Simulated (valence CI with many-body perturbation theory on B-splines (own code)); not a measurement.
# E1 line list for Ir⁶⁺

Level of theory: configuration interaction combined with many-body perturbation theory (CI+MBPT): three valence electrons over a frozen Dirac-Fock core [Xe] 4f14, radial functions for each j: 7 s, 7 p, 8 d, 6 f, 4 g, 1 h, with the one-electron correlation potential Σ1, the two-electron term Σ2, the three-electron term Σ3, Breit, model QED; selected CI, second order for the rest, scaled by the run's own slope (own B-spline code, finite nucleus).

No measured levels were compared; by estimate terms of the open shell hold to 2 to 4 % of their energy, and close levels can change places; different configurations can be misplaced against each other by 1,000 to 8,000 cm⁻¹. The list stops below the first excitations out of the core.

Lines 201 to 250 of 564 in falling wavelength, among levels below 300070 cm⁻¹, chosen from the strongest by gf and those to the six lowest levels. Wavelengths and rates use the calculated energies, so an error of 2000 cm⁻¹ moves a line at 854.6 Å by 1.7 % and its rate by three times that or more. Electric multipoles are in the length gauge, E1 and E2 with the static RPA response of the core. Weak lines are less certain than strong ones. Lines between different terms over intervals too small for the method are left out, as are lines whose strength nearly cancels. Where a level lies close to another of its J and parity, the split of strength between their lines is uncertain. The highest levels of a list are the least certain.

Levels are named by their leading jj configuration (3d3/2^4 stands for four electrons in 3d with j = 3/2), which in mixed levels can hold well under half, so a name can repeat and another be missing. Letters in brackets count levels of one name in rising energy.

```tsv
λ vac (Å)	Upper	Lower	A (s⁻¹)	log gf	Branch %
854.6	(5d3/2 5d5/2 6p3/2) J=5/2 [b]	(5d3/2 5d5/2 6s) J=5/2 [a]	4.63e+07	-1.52	0.4
854.3	(5d3/2 5d5/2 6p3/2) J=7/2 [b]	(5d3/2 5d5/2 6s) J=7/2 [a]	3.98e+08	-0.46	2.7
854.2	(5d3/2 5d5/2 6p3/2) J=7/2 [c]	(5d3/2 5d5/2 6s) J=9/2	5.72e+08	-0.30	4.8
853.1	(5d5/2^2 6p1/2) J=7/2	(5d3/2^2 6s) J=5/2	6.80e+07	-1.23	0.6
853.0	(5d5/2^2 6p3/2) J=5/2 [b]	(5d5/2^2 6s) J=5/2	3.84e+08	-0.60	3.3
849.3	(5d3/2 5d5/2 6p3/2) J=5/2 [d]	(5d3/2 5d5/2 6s) J=5/2 [b]	9.40e+07	-1.21	0.6
845.7	(5d3/2 5d5/2 6p3/2) J=5/2 [d]	(5d3/2 5d5/2 6s) J=3/2 [a]	1.14e+08	-1.14	0.8
837.2	(5d3/2 5d5/2 6p3/2) J=5/2 [c]	(5d3/2 5d5/2 6s) J=5/2 [a]	2.73e+08	-0.76	3.1
836.9	(5d3/2 5d5/2 6p3/2) J=7/2 [c]	(5d3/2 5d5/2 6s) J=5/2 [a]	1.76e+08	-0.83	1.5
836.7	(5d3/2 5d5/2 6p3/2) J=3/2 [b]	(5d3/2^2 6s) J=1/2	2.99e+08	-0.90	1.8
834.0	(5d3/2 5d5/2 6p3/2) J=3/2 [b]	(5d3/2 5d5/2 6s) J=5/2 [a]	5.87e+07	-1.61	0.4
829.0	(5d5/2^2 6p1/2) J=5/2	(5d3/2^2 6s) J=5/2	2.11e+08	-0.88	3.0
819.6	(5d5/2^2 6p3/2) J=5/2 [a]	(5d3/2 5d5/2 6s) J=3/2 [b]	3.14e+07	-1.72	0.3
818.7	(5d5/2^2 6p3/2) J=5/2 [a]	(5d3/2 5d5/2 6s) J=7/2 [b]	6.02e+08	-0.44	5.8
817.4	(5d3/2 5d5/2 6p3/2) J=3/2 [c]	(5d3/2 5d5/2 6s) J=5/2 [a]	2.58e+08	-0.99	1.9
816.7	(5d5/2^2 6p3/2) J=7/2 [b]	(5d3/2 5d5/2 6s) J=7/2 [b]	4.31e+07	-1.46	0.5
816.1	(5d3/2 5d5/2 6p3/2) J=5/2 [b]	(5d3/2 5d5/2 6s) J=7/2 [a]	3.23e+08	-0.71	2.8
815.0	(5d3/2 5d5/2 6p3/2) J=5/2 [a]	(5d3/2^2 6s) J=5/2	1.21e+08	-1.14	0.7
812.8	(5d5/2^2 6p3/2) J=1/2	(5d3/2^2 6s) J=1/2	1.27e+08	-1.60	1.0
811.5	(5d5/2^2 6p3/2) J=9/2	(5d3/2 5d5/2 6s) J=9/2	1.16e+08	-0.94	1.1
807.4	(5d3/2 5d5/2 6p3/2) J=3/2 [a]	(5d3/2^2 6s) J=5/2	6.70e+08	-0.58	6.5
806.6	(5d3/2 5d5/2 6p3/2) J=5/2 [d]	(5d3/2 5d5/2 6s) J=5/2 [a]	2.93e+07	-1.77	0.2
803.7	(5d5/2^2 6p1/2) J=1/2	(5d3/2 5d5/2 6s) J=1/2	1.27e+08	-1.61	0.8
800.3	(5d3/2 5d5/2 6p3/2) J=5/2 [c]	(5d3/2 5d5/2 6s) J=7/2 [a]	6.87e+07	-1.40	0.8
800.0	(5d3/2 5d5/2 6p3/2) J=7/2 [c]	(5d3/2 5d5/2 6s) J=7/2 [a]	8.35e+07	-1.19	0.7
789.4	(5d5/2^2 6p3/2) J=5/2 [a]	(5d3/2 5d5/2 6s) J=5/2 [b]	1.21e+08	-1.17	1.2
787.5	(5d5/2^2 6p3/2) J=7/2 [b]	(5d3/2 5d5/2 6s) J=5/2 [b]	3.95e+07	-1.53	0.4
787.0	(5d3/2 5d5/2 6p3/2) J=1/2 [b]	(5d3/2^2 6s) J=1/2	1.09e+08	-1.70	1.1
786.3	(5d5/2^2 6p3/2) J=5/2 [a]	(5d3/2 5d5/2 6s) J=3/2 [a]	4.52e+07	-1.60	0.4
785.8	(5d3/2 5d5/2 6p3/2) J=3/2 [a]	(5d3/2^2 6s) J=3/2	1.36e+08	-1.30	1.3
781.8	(5d5/2^2 6p3/2) J=5/2 [b]	(5d3/2 5d5/2 6s) J=3/2 [b]	3.15e+07	-1.76	0.3
781.0	(5d5/2^2 6p3/2) J=5/2 [b]	(5d3/2 5d5/2 6s) J=7/2 [b]	5.14e+07	-1.55	0.4
772.3	(5d3/2 5d5/2 6p3/2) J=5/2 [d]	(5d3/2 5d5/2 6s) J=7/2 [a]	4.90e+07	-1.58	0.3
769.0	(5d5/2^2 6p1/2) J=1/2	(5d3/2 5d5/2 6s) J=3/2 [b]	1.41e+08	-1.60	0.9
761.4	(5d5/2^2 6p3/2) J=3/2	(5d3/2 5d5/2 6s) J=5/2 [b]	6.32e+07	-1.66	0.4
757.0	(5d3/2 5d5/2 6p3/2) J=5/2 [b]	(5d3/2^2 6s) J=5/2	6.59e+07	-1.47	0.6
576.6	(5d3/2^2 6p1/2) J=5/2	(5d3/2 5d5/2^2) J=5/2 [c]	5.32e+07	-1.80	1.9
574.7	(5d3/2 5d5/2 6p1/2) J=7/2 [b]	(5d5/2^3) J=5/2	4.77e+07	-1.72	0.4
563.7	(5d3/2^2 6p3/2) J=3/2 [a]	(5d5/2^3) J=5/2	8.12e+07	-1.81	0.6
535.9	(5d3/2 5d5/2 6p1/2) J=7/2 [a]	(5d3/2 5d5/2^2) J=7/2 [b]	5.74e+07	-1.70	1.2
516.8	(5d3/2 5d5/2 6p3/2) J=5/2 [a]	(5d3/2 5d5/2^2) J=3/2 [b]	8.32e+07	-1.70	0.5
515.0	(5d3/2 5d5/2 6p1/2) J=5/2 [a]	(5d3/2 5d5/2^2) J=5/2 [b]	8.63e+07	-1.69	0.9
511.1	(5d3/2 5d5/2 6p3/2) J=7/2 [b]	(5d5/2^3) J=5/2	5.97e+07	-1.73	0.4
510.8	(5d3/2 5d5/2 6p1/2) J=1/2	(5d5/2^3) J=3/2	2.66e+08	-1.68	2.6
510.0	(5d3/2 5d5/2 6p1/2) J=9/2	(5d3/2 5d5/2^2) J=7/2 [b]	6.88e+07	-1.57	1.0
505.3	(5d3/2 5d5/2 6p1/2) J=7/2 [b]	(5d3/2 5d5/2^2) J=7/2 [b]	1.47e+08	-1.35	1.3
502.4	(5d3/2 5d5/2 6p1/2) J=9/2	(5d5/2^3) J=9/2	1.07e+08	-1.39	1.5
502.1	(5d3/2 5d5/2 6p1/2) J=7/2 [b]	(5d3/2 5d5/2^2) J=5/2 [c]	1.04e+08	-1.50	0.9
494.6	(5d3/2 5d5/2 6p1/2) J=3/2 [a]	(5d3/2 5d5/2^2) J=5/2 [b]	2.20e+08	-1.49	2.2
494.3	(5d3/2 5d5/2 6p1/2) J=3/2 [b]	(5d3/2 5d5/2^2) J=5/2 [c]	4.76e+08	-1.16	4.3
```

**Question.** How does gf follow from A for the line at 836.7 Å?

**Answer.** gf = 1.4992 × (2J+1)_upper × A / σ², with σ = 119524 cm⁻¹ and 2J+1 = 4: gf = 0.126.
